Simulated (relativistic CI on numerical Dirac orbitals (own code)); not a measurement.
# Electric-dipole transitions in K³⁺

Computed by Dirac-Coulomb-Breit CI, orbitals from a KLI potential per configuration, model QED (radiative potential, 1s self-energy scaled to tabulated hydrogen-like ionisation energies), valence Slater integrals scaled by 0.85, P86 correlation energy added to each configuration (own radial code, finite nucleus).

Configuration list (outside the closed core [Ne]): 3s2 3p4, 3s 3p5, 3s2 3p3 3d, 3p6, 3s 3p4 3d, 3s2 3p3 4s, 3s2 3p3 4p, 3s2 3p3 4d, 3s2 3p3 5s, 3s2 3p3 4f, 3s2 3p3 5p, 3s2 3p3 5d, 3p5 3d, 3s2 3p3 6s, 3s2 3p3 5f, 3s2 3p3 5g, 3s2 3p3 6p, 3s 3p3 3d2, 3s 3p4 4s, 3s2 3p3 6d, 3s 3p4 4p, 3s 3p4 4d, 3s 3p4 5s, 3s 3p4 4f, 3s 3p4 5p, 3s2 3p2 3d 4p, 3s 3p4 5d, 3s 3p4 6s, 3s 3p4 5f, 3s 3p4 5g, 3s 3p4 6p, 3s2 3p2 3d2, 3s2 3p 3d3, 3s 3p2 3d3, 3s2 3p 3d2 4s, 3s2 3p 3d2 4p, 3s2 3p 3d2 4d, 3p4 3d2, 3p3 3d3, 3p3 3d2 4s, 3p3 3d2 4p, 3p3 3d2 4d, 3s2 3p2 3d 4s, 3s 3p2 3d2 4s, 3s2 3p 3d 4s2, 3s2 3p 3d 4s 4p, 3s2 3p 3d 4s 4d. Double excitations out of closed p, d and f shells are left out; levels of such configurations are missing from the list, as are those of other unlisted configurations, and high levels can miss mixing partners. These lack a partner that the ground configuration has and come out too high: 3s2 3p3 5s, 3s2 3p3 4f, 3s2 3p3 5p, 3s2 3p3 5d, 3s2 3p3 6s.

| λ vac (nm) | Lower | Upper | A (s⁻¹) | log gf | S velocity/length |
| --- | --- | --- | --- | --- | --- |
| 32.969 | 3s2 3p4 3P_2 [1] | 3s2 3p3 4s 3P°_2 [56] | 1.71e+09 | -0.86 | 0.76 |
| 33.002 | 3s2 3p4 3P_2 [1] | 3s2 3p3 4s 3P°_1 [55] | 9.24e+08 | -1.34 | 0.76 |
| 33.150 | 3s2 3p4 3P_1 [2] | 3s2 3p3 4s 3P°_2 [56] | 1.01e+09 | -1.08 | 0.74 |
| 33.184 | 3s2 3p4 3P_1 [2] | 3s2 3p3 4s 3P°_1 [55] | 6.50e+08 | -1.49 | 0.76 |
| 33.198 | 3s2 3p4 3P_1 [2] | 3s2 3p3 4s 3P°_0 [54] | 2.80e+09 | -1.33 | 0.75 |
| 33.254 | 3s2 3p4 3P_0 [3] | 3s2 3p3 4s 3P°_1 [55] | 1.24e+09 | -1.21 | 0.75 |
| 34.323 | 3s2 3p4 1D_2 [4] | 3s2 3p3 4s 1P°_1 [66] | 4.93e+09 | -0.58 | 0.77 |
| 36.839 | 3s2 3p4 3P_1 [2] | 3s2 3p3 3d 1D°_2 [47] | 1.54e+08 | -1.81 | 0.95 |
| 38.111 | 3s2 3p4 1D_2 [4] | 3s2 3p3 3d 1F°_3 [48] | 6.14e+10 | 0.97 | 0.98 |
| 38.903 | 3s2 3p4 1D_2 [4] | 3s2 3p3 3d 1D°_2 [47] | 4.63e+10 | 0.72 | 0.90 |
| 38.972 | 3s2 3p4 3P_2 [1] | 3s2 3p3 3d 3P°_1 [39] | 1.44e+10 | -0.01 | 1.03 |
| 39.125 | 3s2 3p4 3P_1 [2] | 3s2 3p3 3d 3P°_0 [40] | 5.27e+10 | 0.08 | 0.99 |
| 39.140 | 3s2 3p4 3P_2 [1] | 3s2 3p3 3d 3P°_2 [38] | 4.09e+10 | 0.67 | 0.99 |
| 39.225 | 3s2 3p4 3P_1 [2] | 3s2 3p3 3d 3P°_1 [39] | 1.87e+10 | 0.11 | 0.96 |
| 39.292 | 3s2 3p4 3P_2 [1] | 3s2 3p3 3d 3S°_1 [37] | 3.17e+10 | 0.34 | 0.84 |
| 39.323 | 3s2 3p4 3P_0 [3] | 3s2 3p3 3d 3P°_1 [39] | 1.80e+10 | 0.10 | 0.97 |
| 39.396 | 3s2 3p4 3P_1 [2] | 3s2 3p3 3d 3P°_2 [38] | 1.08e+10 | 0.10 | 0.99 |
| 39.549 | 3s2 3p4 3P_1 [2] | 3s2 3p3 3d 3S°_1 [37] | 9.09e+09 | -0.19 | 0.78 |
| 39.649 | 3s2 3p4 3P_0 [3] | 3s2 3p3 3d 3S°_1 [37] | 2.05e+09 | -0.84 | 0.74 |
| 40.523 | 3s2 3p4 3P_2 [1] | 3s2 3p3 3d 1F°_3 [36] | 1.77e+07 | -2.51 | 0.95 |
| 41.574 | 3s2 3p4 1D_2 [4] | 3s2 3p3 3d 3P°_1 [39] | 7.39e+08 | -1.24 | 0.99 |
| 41.765 | 3s2 3p4 1D_2 [4] | 3s2 3p3 3d 3P°_2 [38] | 6.32e+07 | -2.08 | 1.06 |
| 41.938 | 3s2 3p4 1D_2 [4] | 3s2 3p3 3d 3S°_1 [37] | 4.82e+07 | -2.42 | 0.75 |
| 43.132 | 3s2 3p4 3P_2 [1] | 3s2 3p3 3d 3P°_2 [34] | 5.02e+08 | -1.15 | 0.76 |
| 43.343 | 3s2 3p4 1D_2 [4] | 3s2 3p3 3d 1F°_3 [36] | 1.71e+07 | -2.47 | 1.32 |
| 43.357 | 3s2 3p4 3P_2 [1] | 3s2 3p3 3d 3P°_1 [32] | 2.74e+08 | -1.64 | 0.72 |
| 43.442 | 3s2 3p4 3P_1 [2] | 3s2 3p3 3d 3P°_2 [34] | 9.86e+07 | -1.86 | 0.75 |
| 43.671 | 3s2 3p4 3P_1 [2] | 3s2 3p3 3d 3P°_1 [32] | 6.20e+07 | -2.27 | 0.67 |
| 43.768 | 3s2 3p4 3P_1 [2] | 3s2 3p3 3d 3P°_0 [30] | 2.14e+08 | -2.21 | 0.62 |
| 50.983 | 3s2 3p4 3P_2 [1] | 3s2 3p3 3d 3D°_3 [16] | 1.49e+07 | -2.39 | 1.59 |

Terms are leading LS components. Brackets give the number of a level in order of energy, since labels repeat. The list gives strong lines, with weight on those to low levels, among the lowest 400 of 6440 levels, so that lines to higher ones, which can be the strongest, are missing, and without lines across small gaps between configurations, and without 360 lines that miss the measured interval by over 3.5 %, start from a term whose rates miss tabulated ones by over 60 %, have gauges far apart or, lacking measured levels, span too small a gap for the errors found; lines with a level outside our table were not tested and can miss by more. Levels whose partners in the same complex of configurations lie outside the list can be far off, and so can their lines. Rates are taken at the computed energies, electric ones in the length gauge. A velocity-to-length ratio far from 1 marks an uncertain rate.

Correlation outside the listed configurations is missing or only estimated: errors of thousands of cm⁻¹ between configurations and terms are usual at this charge. Rates and lifetimes follow the computed energies and can be off by large factors. The fine structure of a lone outer electron comes out too small, for d and f at times inverted, and misplaced configurations move strength between like terms. 30 of the 36 excited levels that our extract of the measured tables holds in this range could be paired (the sources list more); they are missed by 5511 cm⁻¹ on average and 16354 at most, and levels without a partner can miss by more.
